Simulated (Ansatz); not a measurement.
Computed with Ansatz on PBE0-D4/def2-TZVP structures; ΔE is electronic, products minus reactants. CBS: MP2 limit from def2 TZ/QZ plus the TZ coupled-cluster correction, frozen cores. Functionals use def2-TZVPP. One conformer a species, not always the lowest.

Reaction (substitution at a C–S bond): `CSBO[SiH3]` + `B[SiH](O)F` → `B[SiH](F)OC` + `[SiH3]OBS`

```csv
level,ΔE (kJ/mol)
revPBE-D4,48.4
BLYP-D4,40.3
PBE0-D4,46.2
r2SCAN0-D4,46.3
PBE,47.0
RPA@PBE/def2-TZVPP,38.1
CCSD(T)/def2-SVP,27.3
CCSD/CBS(def2),44.4
```

(1) What does CCSD(T)/CBS give? (Best estimate.)

Largest T1 diagnostic among the species: 0.013.

Answers

(1) The calculation gave: +46.9 kJ/mol. The listed levels differ from it by 1.5, -6.6, -0.7, -0.6, 0.1, -8.8, -19.6, -2.5 kJ/mol.

At CCSD(T), def2-SVP lies −19.6 kJ/mol from the extrapolated value and def2-TZVPP −3.8 kJ/mol. Leaving LDA and LC-ωPBE aside and taking each functional with its dispersion term where it has one, the values, not all of them listed here, spread over 11.4 kJ/mol, from CAM-B3LYP-D4 to revPBE-D4. In def2-TZVPP, CCSD(T) changes the Hartree–Fock value by +13.3 kJ/mol (the triples alone add +2.5 kJ/mol) and MP2 by +20.2 kJ/mol.
